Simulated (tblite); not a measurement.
Species: C₃H₆F₄Si.
SMILES with atom numbers: `[F:1][CH2:2][CH2:3][SiH2:4][C:5]([F:6])([F:7])[F:8]` (hydrogens: H9, H10 on C2; H11, H12 on C3; H13, H14 on Si4)

Structure used (GFN2-xTB), in Å, numbered top down from 1:
```
atom  x, y, z in Å
F1    -2.375    0.499    1.138
C2    -2.162    0.200   -0.188
C3    -0.702    0.423   -0.545
Si4    0.446   -0.443    0.702
C5     2.236   -0.180   -0.024
F6     2.571    1.121   -0.142
F7     2.382   -0.713   -1.256
F8     3.190   -0.744    0.741
H9    -2.835    0.845   -0.763
H10   -2.452   -0.847   -0.316
H11   -0.496    1.496   -0.551
H12   -0.540    0.060   -1.561
H13    0.270   -1.896    0.721
H14    0.467    0.178    2.021
```

All values are computed: GFN2-xTB (tblite) harmonic vibrations without scaling, gas phase. Against measured fundamentals such values can be off by several per cent, at times by over 20. Modes of hydrogen on silicon can be 10 to 20 % off. One conformer, not necessarily the lowest.

Harmonic wavenumbers (cm⁻¹): 28.4, 38.1, 71.5, 95.4, 187.9, 199.5, 230.2, 385.2, 433.6, 451.1, 461.8, 473.1, 577.4, 654.5, 689.7, 724.5, 736.8, 771.8, 952.6, 973.5, 1023.2, 1029.8, 1076.4, 1141.7, 1155.5, 1200.9, 1280.1, 1328.1, 1434.7, 1459.0, 2288.0, 2331.5, 2947.5, 2957.5, 2974.2, 2991.7.

A = 3644, B = 759.4, C = 729.3 MHz; mass 146.017 u (most abundant isotopes); point group C1, symmetry number 1.

Q: Zero-point energy?

A: ½Σν̃ = 18878 cm⁻¹ = 225.84 kJ/mol.

Q: What is S at 400 K and 1 bar for an ideal gas of classical rigid rotors and harmonic oscillators?

A: Translation 177.12, rotation 126.91, vibration 173.24: S = 477.3 J/(mol K).

Q: And Cp and H(400 K) − H(0)?

A: Cp = 182.95 J/(mol K), of which vibrations give 149.70 (their classical limit is 36 R = 299.3); H(400 K) − H(0) = 46.14 kJ/mol without the zero-point energy, 32.83 from vibrations.

Q: What must be added to the electronic energy to get the Gibbs energy at 400 K and 1 bar?

A: ZPE + [H(400 K) − H(0)] − T·S = 225.84 + 46.14 − 190.91 = 81.07 kJ/mol.

Q: How do the functions run with temperature in this model?

A: 
```csv
T (K),S (J/(mol K)),Cp (J/(mol K)),H − H(0) (kJ/mol),G − H(0) (kJ/mol),ln q(vib)
150,343.9,98.4,10.41,-41.18,4.37
250,402.8,135.2,22.10,-78.61,7.13
298.15,428.1,152.0,29.02,-98.62,8.39
600,560.3,226.0,87.37,-248.79,15.68
900,659.8,263.7,161.37,-432.43,21.98
```

q(vib) and H(0) count from the zero-point level.

Hindered rotation and anharmonicity are outside this model. Other conformers, if any are populated, would add a mixing term that is left out. The structure is chiral; the term R ln 2 for an equal mix with its mirror image is left out.
